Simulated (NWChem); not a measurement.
System: C₂H₆FNSi, singlet; SMILES CN(C)[Si]F

Parts of the log:

```
             Northwest Computational Chemistry Package (NWChem) 7.3.0
             --------------------------------------------------------

                             Geometry "geometry" -> ""
                             -------------------------

 Output coordinates in angstroms (scale by  1.889725989 to convert to a.u.)

  No.       Tag          Charge          X              Y              Z
 ---- ---------------- ---------- -------------- -------------- --------------
    1 Si                  14.0000    -0.80756300     0.90271000     0.00000000
    2 F                    9.0000     0.48089900     1.91791200     0.00000000
    3 N                    7.0000     0.02141100    -0.61649700     0.00000000
    4 C                    6.0000    -0.74903600    -1.85528700     0.00000000
    5 C                    6.0000     1.46632800    -0.82075800     0.00000000
    6 H                    1.0000    -0.52413600    -2.46164100    -0.88892100
    7 H                    1.0000    -0.52413600    -2.46164100     0.88892100
    8 H                    1.0000    -1.82219100    -1.63283300     0.00000000
    9 H                    1.0000     1.78070500    -1.38754100     0.88819900
   10 H                    1.0000     1.78070500    -1.38754100    -0.88819900
   11 H                    1.0000     1.97200700     0.14573300     0.00000000

 Effective nuclear repulsion energy (a.u.)     229.7267721080

                              NWChem Property Module
                              ----------------------

  itol2e modified to match energy
  convergence criterion.

                                 NWChem DFT Module
                                 -----------------

 Summary of "ao basis" -> "ao basis" (spherical)
 ------------------------------------------------------------------------------
       Tag                 Description            Shells   Functions and Types
 ---------------- ------------------------------  ------  ---------------------
 Si                          6-31g*                  8       18   4s3p1d
 F                           6-31g*                  6       14   3s2p1d
 N                           6-31g*                  6       14   3s2p1d
 C                           6-31g*                  6       14   3s2p1d
 H                           6-31g*                  2        2   2s

  itol2e modified to match energy
  convergence criterion.

            General Information
            -------------------
          SCF calculation type: DFT
          Wavefunction type:  closed shell.
          No. of atoms     :    11
          No. of electrons :    48
           Alpha electrons :    24
            Beta electrons :    24
          Charge           :     0
          Spin multiplicity:     1
          Use of symmetry is: off; symmetry adaption is: off
          Maximum number of iterations: 150
          AO basis - number of functions:    86
                     number of shells:    44
          Convergence on energy requested:  1.00D-07
          Convergence on density requested:  1.00D-05
          Convergence on gradient requested:  5.00D-04

              XC Information
              --------------
                         B3LYP Method XC Potential
                     Hartree-Fock (Exact) Exchange  0.200
                        Slater Exchange Functional  0.800 local
                    Becke 1988 Exchange Functional  0.720 non-local
              Lee-Yang-Parr Correlation Functional  0.810
                  VWN I RPA Correlation Functional  0.190 local

             Grid Information
             ----------------
          Grid used for XC integration:  fine
          Radial quadrature: Mura-Knowles
          Angular quadrature: Lebedev.
          Tag              B.-S. Rad. Rad. Pts. Rad. Cut. Ang. Pts.
          ---              ---------- --------- --------- ---------
          Si                  1.10      123          10.0       770
          F                   0.50       70          11.0       590
          N                   0.65       70           8.0       590
          C                   0.70       70          10.0       590
          H                   0.35       60          11.0       590
          Grid pruning is: on
          Number of quadrature shells:   763
          Spatial weights used:  Erf1

      Superposition of Atomic Density Guess
      -------------------------------------

 Sum of atomic energies:        -520.79328132

      Non-variational initial energy
      ------------------------------

 Total energy =    -523.009419
 1-e energy   =   -1174.273474
 2-e energy   =     421.537283
 HOMO         =      -0.274113
 LUMO         =      -0.010172

   convergence    iter        energy       DeltaE   RMS-Dens  Diis-err
 ---------------- ----- ----------------- --------- --------- ---------
 d= 0,ls=0.0,diis     1   -523.8840247373 -7.54D+02  1.33D-02  6.28D-01
 d= 0,ls=0.0,diis     2   -523.8489217233  3.51D-02  7.00D-03  1.22D+00
 d= 0,ls=0.0,diis     3   -523.9545896232 -1.06D-01  1.30D-03  3.35D-02
 d= 0,ls=0.0,diis     4   -523.9566716884 -2.08D-03  5.87D-04  5.56D-03
 d= 0,ls=0.0,diis     5   -523.9572121672 -5.40D-04  2.13D-04  6.73D-04
  Resetting Diis
 d= 0,ls=0.0,diis     6   -523.9572815848 -6.94D-05  6.20D-05  4.72D-05
 d= 0,ls=0.0,diis     7   -523.9572876179 -6.03D-06  2.97D-05  1.59D-06
 d= 0,ls=0.0,diis     8   -523.9572874405  1.77D-07  1.61D-05  2.97D-06
 d= 0,ls=0.0,diis     9   -523.9572878390 -3.98D-07  3.02D-06  1.73D-07
 d= 0,ls=0.0,diis    10   -523.9572878572 -1.82D-08  6.09D-07  5.96D-09

         Total DFT energy =     -523.957287857184
      One electron energy =    -1178.403904623113
           Coulomb energy =      476.200319076769
    Exchange-Corr. energy =      -51.480474418883
 Nuclear repulsion energy =      229.726772108043

 Numeric. integr. density =       47.999997803982

                       DFT Final Molecular Orbital Analysis
                       ------------------------------------

 Vector   22  Occ=2.000000D+00  E=-3.760586D-01
              MO Center=  9.1D-01, -4.6D-01,  5.2D-11, r^2= 2.8D+00
   Bfn.  Coefficient  Atom+Function         Bfn.  Coefficient  Atom+Function
  ----- ------------  ---------------      ----- ------------  ---------------
    64      0.346126   5 C  py               36     -0.263913   3 N  py
    85      0.233132  11 H  s                21     -0.196286   2 F  px
    50      0.192115   4 C  py               86      0.173443  11 H  s
    68      0.171529   5 C  py                8      0.156165   1 Si py
     6     -0.134712   1 Si s                40     -0.135385   3 N  py

 Vector   23  Occ=2.000000D+00  E=-2.495655D-01
              MO Center=  5.7D-02, -6.6D-01,  3.3D-09, r^2= 2.4D+00
   Bfn.  Coefficient  Atom+Function         Bfn.  Coefficient  Atom+Function
  ----- ------------  ---------------      ----- ------------  ---------------
    37      0.498758   3 N  pz               41      0.425576   3 N  pz
     9      0.211834   1 Si pz               76      0.167311   6 H  s
    78     -0.167311   7 H  s                82     -0.153157   9 H  s
    84      0.153157  10 H  s                23     -0.124113   2 F  pz
    51     -0.117770   4 C  pz               65     -0.115518   5 C  pz

 Vector   24  Occ=2.000000D+00  E=-2.462518D-01
              MO Center= -1.1D+00,  8.9D-01, -2.8D-09, r^2= 2.4D+00
   Bfn.  Coefficient  Atom+Function         Bfn.  Coefficient  Atom+Function
  ----- ------------  ---------------      ----- ------------  ---------------
    10      0.493932   1 Si s                 6      0.403371   1 Si s
     7     -0.357966   1 Si px               38     -0.238070   3 N  s
    21      0.219875   2 F  px                2     -0.198154   1 Si s
    36     -0.192937   3 N  py               25      0.172485   2 F  px
     3      0.143824   1 Si px               11     -0.139101   1 Si px

[...]

          -----------------------------------------
          Chemical Shielding Tensors (GIAO, in ppm)
          -----------------------------------------

                                NWChem CPHF Module
                                ------------------

  scftype          =     RHF
  nclosed          =       24
  nopen            =        0
  variables        =     1488
  # of vectors     =        3
  tolerance        = 0.10D-03
  level shift      = 0.00D+00
  max iterations   =       50
  max subspace     =       30

 SCF residual:    2.3238977160051039E-005

Iterative solution of linear equations
  No. of variables     1488
  No. of equations        3
  Maximum subspace       30
        Iterations       50
       Convergence  1.0D-04

   iter   nsub   residual    time
   ----  ------  --------  ---------
     1      3    6.36D-01      68.3
     2      6    4.40D-02      75.3
     3      9    1.07D-03      82.3
     4     12    6.47D-05      89.0

      Atom:    1  Si
        Diamagnetic
    878.1075      2.0970      0.0000
      2.0970    881.5274     -0.0000
      0.0000     -0.0000    872.7620

        Paramagnetic
   -486.7262   -149.3655      0.0000
   -149.3655   -695.3006      0.0000
      0.0000      0.0000   -512.9354

        Total Shielding Tensor
    391.3813   -147.2685      0.0000
   -147.2685    186.2268      0.0000
      0.0000      0.0000    359.8267

           isotropic =     312.4783
          anisotropy =     233.6963

          Principal Components and Axis System
                 1           2           3
              468.2758    359.8267    109.3323

      1         0.8864     -0.0000      0.4628
      2        -0.4628      0.0000      0.8864
      3         0.0000      1.0000     -0.0000

      Atom:    2  F
        Diamagnetic
    478.3177     11.1612     -0.0000
     11.1612    476.1381     -0.0000
     -0.0000     -0.0000    462.2839

        Paramagnetic
   -206.0841     91.7049     -0.0000
     91.7049   -437.7270     -0.0000
     -0.0000     -0.0000   -149.3129

        Total Shielding Tensor
    272.2336    102.8662     -0.0000
    102.8662     38.4111     -0.0000
     -0.0000     -0.0000    312.9709

           isotropic =     207.8719
          anisotropy =     157.6486

          Principal Components and Axis System
                 1           2           3
              312.9709    311.0455     -0.4008

      1        -0.0000      0.9356     -0.3530
      2        -0.0000      0.3530      0.9356
      3         1.0000      0.0000      0.0000

      Atom:    3  N
        Diamagnetic
    330.1010      0.3457      0.0000
      0.3457    331.3382      0.0000
      0.0000      0.0000    294.2076

        Paramagnetic
   -319.4049   -146.9015      0.0000
   -146.9015   -223.5146     -0.0000
      0.0000     -0.0000    -91.0285

        Total Shielding Tensor
     10.6962   -146.5559      0.0000
   -146.5559    107.8236      0.0000
      0.0000      0.0000    203.1791

           isotropic =     107.2329
          anisotropy =     159.6292

          Principal Components and Axis System
                 1           2           3
              213.6524    203.1791    -95.1327

      1        -0.5854     -0.0000      0.8107
      2         0.8107      0.0000      0.5854
      3        -0.0000      1.0000     -0.0000

      Atom:    4  C
        Diamagnetic
    247.7128      7.3577      0.0000
      7.3577    256.4828      0.0000
      0.0000      0.0000    242.9749

        Paramagnetic
    -98.3136     16.7674     -0.0000
     16.7674    -88.1595     -0.0000
     -0.0000     -0.0000    -92.0796

        Total Shielding Tensor
    149.3992     24.1251     -0.0000
     24.1251    168.3233     -0.0000
     -0.0000     -0.0000    150.8953

           isotropic =     156.2060
          anisotropy =      42.8544

          Principal Components and Axis System
                 1           2           3
              184.7756    150.8953    132.9469

      1         0.5634      0.0000      0.8262
      2         0.8262      0.0000     -0.5634
      3        -0.0000      1.0000     -0.0000

      Atom:    5  C
        Diamagnetic
    259.5510     -3.5611     -0.0000
     -3.5611    245.2829      0.0000
     -0.0000      0.0000    243.0969

        Paramagnetic
    -75.8840     -4.0537      0.0000
     -4.0537   -113.2743      0.0000
      0.0000      0.0000    -91.9326

        Total Shielding Tensor
    183.6670     -7.6148      0.0000
     -7.6148    132.0086      0.0000
      0.0000      0.0000    151.1643

           isotropic =     155.6133
          anisotropy =      43.7292

          Principal Components and Axis System
                 1           2           3
              184.7661    151.1643    130.9095

      1         0.9897      0.0000      0.1429
      2        -0.1429      0.0000      0.9897
      3         0.0000      1.0000     -0.0000

      Atom:    6  H
        Diamagnetic
     23.9745      1.0634     -0.9605
      1.0634     32.8278      8.1102
     -0.9605      8.1102     31.5168

        Paramagnetic
      2.7152      0.5292      1.1223
      0.5292     -0.7607     -4.1526
      1.1223     -4.1526     -0.8171

        Total Shielding Tensor
     26.6897      1.5926      0.1618
      1.5926     32.0671      3.9576
      0.1618      3.9576     30.6998

           isotropic =      29.8188
          anisotropy =       8.6690

          Principal Components and Axis System
                 1           2           3
               35.5982     27.9222     25.9362

      1         0.1484     -0.5217      0.8401
      2         0.7668     -0.4757     -0.4309
      3         0.6245      0.7082      0.3295

      Atom:    7  H
        Diamagnetic
     39.0097      1.8930      0.0000
      1.8930     28.1085      0.0000
      0.0000      0.0000     22.3137

        Paramagnetic
     -6.6137     -0.3381      0.0000
     -0.3381      0.7711      0.0000
      0.0000      0.0000      3.0515

        Total Shielding Tensor
     32.3960      1.5550      0.0000
      1.5550     28.8797      0.0000
      0.0000      0.0000     25.3652

           isotropic =      28.8803
          anisotropy =       6.1570

          Principal Components and Axis System
                 1           2           3
               32.9850     28.2907     25.3652

      1         0.9352     -0.3542     -0.0000
      2         0.3542      0.9352     -0.0000
      3         0.0000      0.0000      1.0000

      Atom:    8  H
        Diamagnetic
     29.7888     -4.1422      5.5667
     -4.1422     27.3212     -6.1148
      5.5667     -6.1148     31.4426

        Paramagnetic
      1.8960      1.6986     -2.2799
      1.6986      0.4480      3.5355
     -2.2799      3.5355     -0.8085

        Total Shielding Tensor
     31.6848     -2.4435      3.2867
     -2.4435     27.7692     -2.5793
      3.2867     -2.5793     30.6341

           isotropic =      30.0294
          anisotropy =       8.9655

          Principal Components and Axis System
                 1           2           3
               36.0064     27.9011     26.1807

      1         0.6871     -0.7092      0.1580
      2        -0.3948     -0.1819      0.9006
      3         0.6099      0.6811      0.4050

      Atom:    9  H
        Diamagnetic
     33.4028      4.7529      0.0000
      4.7529     34.3610      0.0000
      0.0000      0.0000     20.5880

        Paramagnetic
     -2.1598     -3.8933     -0.0000
     -3.8933     -4.5649     -0.0000
     -0.0000     -0.0000      2.8771

        Total Shielding Tensor
     31.2431      0.8596     -0.0000
      0.8596     29.7961     -0.0000
     -0.0000     -0.0000     23.4652

           isotropic =      28.1681
          anisotropy =       5.2125

          Principal Components and Axis System
                 1           2           3
               31.6431     29.3961     23.4652

      1         0.9066     -0.4219      0.0000
      2         0.4219      0.9066      0.0000
      3        -0.0000     -0.0000      1.0000
```

Level: B3LYP/6-31G* (spherical d), GIAO. Low-valent species are run as closed-shell singlets; no triplet was tried in these runs. Coordinates come from a B3LYP/6-31G* (spherical d) optimisation. The output numbers the shielded atoms by their place in the input's list. The printed shielding anisotropy is the first printed principal value minus the mean of the other two.

Write an input that gives this output.

This is not unique; one that fits is the input that was run:
```
start job
memory heap 200 mb stack 900 mb global 1100 mb
geometry units angstroms noautosym nocenter noautoz
  Si    -0.807563     0.902710     0.000000
  F      0.480899     1.917912     0.000000
  N      0.021411    -0.616497     0.000000
  C     -0.749036    -1.855287     0.000000
  C      1.466328    -0.820758     0.000000
  H     -0.524136    -2.461641    -0.888921
  H     -0.524136    -2.461641     0.888921
  H     -1.822191    -1.632833     0.000000
  H      1.780705    -1.387541     0.888199
  H      1.780705    -1.387541    -0.888199
  H      1.972007     0.145733     0.000000
end
basis spherical
  * library 6-31g*
end
dft
  xc b3lyp
  iterations 150
end
property
  shielding 9 1 2 3 4 5 6 8 9 11
end
task dft property
```
